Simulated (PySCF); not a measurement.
Species: SiEtF3, C2H5F3Si.
Cartesian coordinates in Å at the PBE0-D3(BJ)/def2-SVP level; atoms count from 1:
```xyz
11
C2H5F3Si angstrom
Si    -0.472   -0.407   -1.277
C     -0.189   -0.441    0.539
C      0.667    0.721    1.044
H      0.278   -1.411    0.781
H     -1.177   -0.450    1.030
H      0.810    0.665    2.133
H      1.663    0.718    0.576
H      0.200    1.692    0.819
F      0.909   -0.422   -2.096
F     -1.259    0.915   -1.739
F     -1.332   -1.665   -1.780
```

Computed, not measured: delta-SCF UKS SCAN, pcX-2 on the ionised atom, pcseg-1 elsewhere, spin-free X2C in PySCF 2.14.0. The ground state was rerun for each ionised atom, in the same mixed basis as its hole state.

| ionised atom | basis functions | E(ground) (Eh) | E(ionised) (Eh) |
| --- | --- | --- | --- |
| C2 | 144 | -669.13339 | -658.42678 |
| C3 | 144 | -669.13114 | -658.42160 |
| F9 | 144 | -669.18077 | -643.70665 |
| Si1 | 155 | -669.21489 | -601.22303 |

Task: What are the 1s binding energies?

Result: E(ionised) − E(ground), at 27.2114 eV a hartree:

```json
{"atom": "C2", "environment": "carbon bonded to C, Si and 2 H", "difference (Eh)": "10.70661", "binding energy (eV)": "291.34"}
{"atom": "C3", "environment": "carbon bonded to C and 3 H", "difference (Eh)": "10.70954", "binding energy (eV)": "291.42"}
{"atom": "F9", "environment": "fluorine bonded to Si", "difference (Eh)": "25.47412", "binding energy (eV)": "693.19"}
{"atom": "Si1", "environment": "silicon bonded to C and 3 F", "difference (Eh)": "67.99186", "binding energy (eV)": "1850.15"}
```

Task: How much do the ground-state energies differ, and what would follow from using one of them for all holes?

Result: They run from -669.2149 Eh (core basis on Si1) to -669.1311 Eh (on C3), 0.0838 Eh or 2.28 eV apart, for one and the same state in different bases and grids. Pairing the ion of C3 with the ground state of Si1 would put its binding energy 2.28 eV too high.

Only 1s holes are shown. Topologically equivalent atoms share the value of their first member; where this conformer doesn't relate them by symmetry, their own values could differ. Isolated species at its PBE0-D3(BJ)/def2-SVP geometry, gas phase.
